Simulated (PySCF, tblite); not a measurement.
Species: C6H15NSSi.
Geometry (GFN2-xTB, Å), atoms numbered from 1 in this order:
```
atom  x, y, z in Å
C1     3.4988    0.8609   -0.0232
N2     3.0824   -0.4342    0.4658
Si3    1.4566   -0.8405    0.8555
C4     0.4208   -0.6174   -0.7336
C5    -1.0229   -0.8610   -0.4757
C6    -1.4622   -2.2922   -0.4222
C7    -1.8852    0.1282   -0.2604
S8    -1.4420    1.8373   -0.2733
C9    -3.1054    2.5700   -0.3192
H10    4.4042    0.7595   -0.6258
H11    2.7118    1.2772   -0.6462
H12    3.7023    1.5694    0.7872
H13    3.8026   -0.8532    1.0347
H14    1.5441   -2.2533    1.2397
H15    0.8240   -0.0695    1.9376
H16    0.5451    0.3972   -1.1142
H17    0.7828   -1.3078   -1.4961
H18   -1.2594   -2.7834   -1.3736
H19   -2.5253   -2.3735   -0.2082
H20   -0.9054   -2.8207    0.3507
H21   -2.9269   -0.0446   -0.0421
H22   -3.6584    2.2765    0.5690
H23   -2.9728    3.6468   -0.3327
H24   -3.6214    2.2478   -1.2193
```

Level of theory: PBE0/pcSseg-1 in PySCF (dipole) on a GFN2-xTB geometry, gas phase.

Take the most abundant isotopes and a rigid rotor. The values belong to one conformer with, in the numbering `[CH3:1][NH:2][SiH2:3][CH2:4]/[C:5]([CH3:6])=[CH:7]\[S:8][CH3:9]`, C1–N2–Si3–C4 60°, N2–Si3–C4–C5 -176°, Si3–C4–C5–C6 -80°, C5–C7–S8–C9 167°.

**Question.** What are A, B and C (MHz)?

**Answer.** Ia = 326.46, Ib = 831.93, Ic = 1081.18 u·Å²; 505379 MHz·u·Å²/I gives A = 1548, B = 607.5, C = 467.4 MHz.

**Question.** What kind of rotor is it?

**Answer.** An asymmetric top. Ray's parameter κ = (2B − A − C)/(A − C) = -0.741; −1 is the prolate and +1 the oblate limit.

**Question.** Is it planar, by Δ = Ic − Ia − Ib?

**Answer.** Not planar: Δ = Ic − Ia − Ib = -77.21 u·Å². For a rigid frame Δ = −2 Σ m c², so Σ m c² = 38.60 u·Å² lies off the ab plane: 14.64 from hydrogen and 23.97 from heavier atoms. The atom farthest from that plane is 1.83 Å away.

**Question.** Give the other two planar moments, Paa and Pbb, and the rms extents of the mass along the axes.

**Answer.** Paa = Σ m a² = (Ib + Ic − Ia)/2 = 793.33 and Pbb = Σ m b² = (Ia + Ic − Ib)/2 = 287.85 u·Å². With the mass M = 161.07 u, the rms extents √(P/M) along a, b and c are 2.22, 1.34, 0.49 Å.

**Question.** Which types of transition are allowed, and where do some lines up to J = 3 fall?

**Answer.** The dipole components are |μa| = 0.41 D, |μb| = 0.01 D, |μc| = 0.10 D. Intensities carry the squares of the components, which stand as 1.00 : 0.00 : 0.06 (a : b : c). Some lines, for components of 0.1 D or more:

```csv
type,branch,"J(Ka,Kc)",MHz,lower level (cm⁻¹)
a,Q,"2(1,1) ← 2(1,2)",420,0.134
c,Q,"3(1,3) ← 3(0,3)",653,0.213
c,Q,"2(1,2) ← 2(0,2)",815,0.107
a,Q,"3(1,2) ← 3(1,3)",839,0.235
c,Q,"1(1,1) ← 1(0,1)",941,0.036
a,R,"1(0,1) ← 0(0,0)",1075,0.000
a,R,"2(1,2) ← 1(1,1)",2010,0.067
a,R,"2(0,2) ← 1(0,1)",2135,0.036
c,R,"1(1,0) ← 0(0,0)",2156,0.000
a,R,"2(1,1) ← 1(1,0)",2290,0.072
c,Q,"3(2,2) ← 3(1,2)",2621,0.263
c,Q,"2(2,1) ← 2(1,1)",2822,0.148
a,R,"3(1,3) ← 2(1,2)",3006,0.134
a,R,"3(0,3) ← 2(0,2)",3168,0.107
a,R,"3(2,2) ← 2(2,1)",3225,0.242
a,R,"3(2,1) ← 2(2,0)",3282,0.243
c,R,"2(1,1) ← 1(0,1)",3370,0.036
a,R,"3(1,2) ← 2(1,1)",3425,0.148
c,R,"3(1,2) ← 2(0,2)",4660,0.107
c,Q,"3(3,1) ← 3(2,1)",4990,0.352
c,R,"2(2,0) ← 1(1,0)",5126,0.072
c,R,"2(2,1) ← 1(1,1)",5252,0.067
c,R,"3(2,1) ← 2(1,1)",6118,0.148
c,R,"3(2,2) ← 2(1,2)",6467,0.134
c,R,"3(3,0) ← 2(2,0)",8273,0.243
c,R,"3(3,1) ← 2(2,1)",8286,0.242
```

Its lowest GFN2-xTB frequency is 3i cm⁻¹, too small to tell a flat minimum from a shallow saddle. These are rigid-rotor constants of the computed structure; measured ground-state constants (B0) also hold zero-point vibration. A rigid rotor knows nothing of inversion at nitrogen or internal rotation, which can split or shift real lines. Quadrupole hyperfine structure (14N) is left out.
